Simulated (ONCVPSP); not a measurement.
# Building the ONCV potential for potassium (K) (PBEsol, scalar-relativistic).

ONCVPSP 4.0.1 was run on this input:

```
# ATOM AND REFERENCE CONFIGURATION
# atsym  z   nc   nv     iexc    psfile
  K 19.00    3    4  -116133      upf
#
#   n    l    f
    1    0    2.00
    2    0    2.00
    2    1    6.00
    3    0    2.00
    3    1    6.00
    4    0    0.75
    4    1    0.25
#
# PSEUDOPOTENTIAL AND OPTIMIZATION
# lmax
    2
#
#   l,   rc,      ep,       ncon, nbas, qcut
    0    1.80    0.00    5    9    5.80
    1    2.35    0.00    5    9    5.40
    2    2.15    0.19    4    7    5.20
#
# LOCAL POTENTIAL
# lloc, lpopt,  rc(5),   dvloc0
    4    5    1.15    2.00
#
# VANDERBILT-KLEINMAN-BYLANDER PROJECTORs
# l, nproj, debl
    0    2    1.00
    1    2    3.60
    2    1    3.10
#
# MODEL CORE CHARGE
# icmod, fcfact, rcfact
    1    0.40    0.00
#
# LOG DERIVATIVE ANALYSIS
# epsh1, epsh2, depsh
   -3.00    5.00    0.02
#
# OUTPUT GRID
# rlmax, drl
    6.00    0.01
#
# TEST CONFIGURATIONS
# ncnf
    4
# nvcnf
#   n    l    f
    4
    3    0    2.00
    3    1    6.00
    4    0    1.00
    4    1    0.00
#
    4
    3    0    2.00
    3    1    6.00
    4    0    0.00
    4    1    0.00
#
    4
    3    0    2.00
    3    1    6.00
    4    0    0.50
    4    1    0.00
#
    4
    3    0    2.00
    3    1    5.00
    4    0    1.00
    4    1    0.00
#
```

Command:

```bash
oncvpsp.x < K.dat > K.out
```

Resulting log (shortened: citation, most of the input echo, consistency checks and plot data are left out):

```
ONCVPSP  (Optimized Norm-Conservinng Vanderbilt PSeudopotential)
scalar-relativistic version 4.0.1

#   n    l    f        energy (Ha)
    1    0    2.00    -1.2926950E+02
    2    0    2.00    -1.2981695E+01
    2    1    6.00    -1.0300432E+01
    3    0    2.00    -1.3102151E+00
    3    1    6.00    -7.0476218E-01
    4    0    0.75    -9.0847607E-02
    4    1    0.25    -3.5376491E-02

Reference configufation results
  iterations    29
  all-electron total energy (Ha)   -6.01270777D+02

Begin loop to  construct optimized pseudo wave functions
and semi-local pseudopoentials for all angular momenta

Calculating optimized projector #   1

 for l=   0

    Fraction of norm inside rc  0.868786
    Optimizing pswf for qcut=   5.81 a_B^-1,  ecut=  16.87 Ha
    Residual kinetic energy error=  1.73D-04 Ha

    Energy error per electron        Cutoff
         Ha          eV             Ha
         0.01000     0.27211       10.03
         0.00100     0.02721       14.00
         0.00010     0.00272       23.33
         0.00001     0.00027       66.39

Calculating optimized projector #   2

 for l=   0

    Fraction of norm inside rc  0.024036
    Optimizing pswf for qcut=   5.81 a_B^-1,  ecut=  16.87 Ha
    Residual kinetic energy error=  2.16D-05 Ha

    Energy error per electron        Cutoff
         Ha          eV             Ha
         0.01000     0.27211        2.35
         0.00100     0.02721       10.33
         0.00010     0.00272       14.49
         0.00001     0.00027       20.42

Calculating optimized projector #   1

 for l=   1

    Fraction of norm inside rc  0.921135
    Optimizing pswf for qcut=   5.41 a_B^-1,  ecut=  14.62 Ha
    Residual kinetic energy error=  1.21D-05 Ha

    Energy error per electron        Cutoff
         Ha          eV             Ha
         0.01000     0.27211        8.19
         0.00100     0.02721       10.72
         0.00010     0.00272       12.88
         0.00001     0.00027       15.00

Calculating optimized projector #   2

 for l=   1

    Fraction of norm inside rc  0.014973
    Optimizing pswf for qcut=   5.41 a_B^-1,  ecut=  14.62 Ha
    Residual kinetic energy error=  5.35D-07 Ha

    Energy error per electron        Cutoff
         Ha          eV             Ha
         0.01000     0.27211        3.67
         0.00100     0.02721        7.08
         0.00010     0.00272       10.03
         0.00001     0.00027       12.27

   Wellstate for l =  2  n =  4
     eigenvalue =   0.1900
     asymptotic potential =   0.6900
     half-point radius = 10.3902

Calculating optimized projector #   1

 for l=   2

    Fraction of norm inside rc  0.251837
    Optimizing pswf for qcut=   5.20 a_B^-1,  ecut=  13.50 Ha
    Residual kinetic energy error=  7.40D-04 Ha

    Energy error per electron        Cutoff
         Ha          eV             Ha
         0.01000     0.27211        9.92
         0.00100     0.02721       13.35
         0.00010     0.00272       32.78
         0.00001     0.00027       39.68

Construct Vanderbilt / Kleinmman-Bylander projectors

B matrix Hermiticity error, ll=   0
   1   2    4.0751E-05

  Orthonormal projector coefficients  6.9045E+00  1.1556E+00

B matrix Hermiticity error, ll=   1
   1   2    1.2345E-05

  Orthonormal projector coefficients  1.2517E+01  1.0252E+00

Model core correction analysis
  based on d2Exc/dn_idn_j

d2excae - all-electron derivatives

   -3.696191D-02   -3.239872D-02   -1.150436D-03   -5.586431D-04
   -3.245243D-02   -2.988678D-02   -1.042748D-03   -4.526823D-04
   -1.304167D-03   -1.286238D-03   -1.389526D-04   -2.204811D-05
   -5.860125D-04   -4.985040D-04   -2.931592D-05   -1.083651D-05

d2excps - pseudofunction derivatives with no core correction

   -4.040680D-02   -3.428275D-02   -1.365230D-03   -6.227963D-04
   -3.433660D-02   -3.166648D-02   -1.135173D-03   -5.024655D-04
   -1.519069D-03   -1.378659D-03   -1.504683D-04   -2.500058D-05
   -6.501741D-04   -5.482883D-04   -3.226821D-05   -1.223655D-05

rms 2nd derivative error    1.179434E-03

Polynomial model core charge

d2excps - pseudofunction derivatives with core correction

   -3.524483D-02   -3.199160D-02   -1.076941D-03   -5.531153D-04
   -3.204498D-02   -3.036362D-02   -1.006170D-03   -4.621294D-04
   -1.230627D-03   -1.249640D-03   -1.346991D-04   -2.119370D-05
   -5.804722D-04   -5.079481D-04   -2.846120D-05   -1.102783D-05

rms 2nd derivative error    4.691252E-04

Pseudoatom total energy  -28.328330

Diagnostic tests using Vanderbilt-Kleinman-Bylander pseudopotentials
  1 or more projectors used as specified by nproj input data

   l    rcore       rmatch      e in        delta e   norm test  slope test

   0   1.8099080   1.8648607  -1.3102151  -0.0000010   1.0000690   1.0000711
   0   1.8099080   1.8648607  -0.0908476   0.0000008   1.0000259   1.0000227

   1   2.3548739   2.4263730  -0.7047622   0.0000040   1.0000372   1.0000432
   1   2.3548739   2.4263730  -0.0353765   0.0000004   1.0000269   1.0000135

   2   2.1527715   2.2181344   0.1900000   0.0000006   1.0000010   1.0000010

 Testing for bound ghosts
   n   l    E NL Schr. Eq   E Basis Diag.   E Cutoff

   1   0       -1.310216       -1.310201    106.70
   2   0       -0.090847        0.045804    106.70

   2   1       -0.704758       -0.704749     71.48
   3   1       -0.035376        0.056064     71.48

   3   2       -0.001499        0.064666     39.73

 Testing for highly-localized positive-energy ghosts
       l    <radius>/rc     E Basis Diag.   E Cutoff

       1        0.277553       23.399353     71.48  WARNING - GHOST(+)

Test configuration 0

   n   l     f        eae           eps        diff
   1   0  2.0000 -129.26949777
   2   0  2.0000  -12.98169533
   2   1  6.0000  -10.30043238
   3   0  2.0000   -1.31021509   -1.31021613   -1.04D-06
   3   1  6.0000   -0.70476218   -0.70475814    4.04D-06
   4   0  0.7500   -0.09084761   -0.09084681    7.95D-07
   4   1  0.2500   -0.03537649   -0.03537610    3.91D-07

    Total energies and differences
      AE_ref= -6.01270777D+02  AE_tst= -6.01270777D+02  dif=  0.00D+00
      PS_ref= -2.83283305D+01  PS_tst= -2.83283305D+01  dif=  3.55D-15
      PSP excitation error= -3.55D-15

Test configuration 1

   n   l     f        eae           eps        diff
   1   0  2.0000 -129.25527904
   2   0  2.0000  -12.96745370
   2   1  6.0000  -10.28620503
   3   0  2.0000   -1.29603918   -1.29601389    2.53D-05
   3   1  6.0000   -0.69078327   -0.69076807    1.52D-05
   4   0  1.0000   -0.08457350   -0.08457225    1.25D-06

    Total energies and differences
      AE_ref= -6.01270777D+02  AE_tst= -6.01284626D+02  dif= -1.38D-02
      PS_ref= -2.83283305D+01  PS_tst= -2.83421795D+01  dif= -1.38D-02
      PSP excitation error= -4.73D-08

Test configuration 2

   n   l     f        eae           eps        diff
   1   0  2.0000 -129.48051461
   2   0  2.0000  -13.19228426
   2   1  6.0000  -10.51103545
   3   0  2.0000   -1.51914724   -1.51925499   -1.08D-04
   3   1  6.0000   -0.91246695   -0.91249145   -2.45D-05

    Total energies and differences
      AE_ref= -6.01270777D+02  AE_tst= -6.01129646D+02  dif=  1.41D-01
      PS_ref= -2.83283305D+01  PS_tst= -2.81871959D+01  dif=  1.41D-01
      PSP excitation error= -3.74D-06

Test configuration 3

   n   l     f        eae           eps        diff
   1   0  2.0000 -129.35943012
   2   0  2.0000  -13.07142395
   2   1  6.0000  -10.39018018
   3   0  2.0000   -1.39933317   -1.39935395   -2.08D-05
   3   1  6.0000   -0.79362445   -0.79361958    4.87D-06
   4   0  0.5000   -0.15429955   -0.15429934    2.07D-07

    Total energies and differences
      AE_ref= -6.01270777D+02  AE_tst= -6.01225063D+02  dif=  4.57D-02
      PS_ref= -2.83283305D+01  PS_tst= -2.82826156D+01  dif=  4.57D-02
      PSP excitation error= -9.06D-07

Test configuration 4

   n   l     f        eae           eps        diff
   1   0  2.0000 -129.83398259
   2   0  2.0000  -13.52640298
   2   1  6.0000  -10.84766201
   3   0  2.0000   -1.77649495   -1.77648819    6.75D-06
   3   1  5.0000   -1.15266803   -1.15120784    1.46D-03
   4   0  1.0000   -0.31557152   -0.31558386   -1.23D-05

    Total energies and differences
      AE_ref= -6.01270777D+02  AE_tst= -6.00369706D+02  dif=  9.01D-01
      PS_ref= -2.83283305D+01  PS_tst= -2.74277821D+01  dif=  9.01D-01
      PSP excitation error=  5.22D-04
```

The run took about 6.6 s on one core of a shared server CPU.
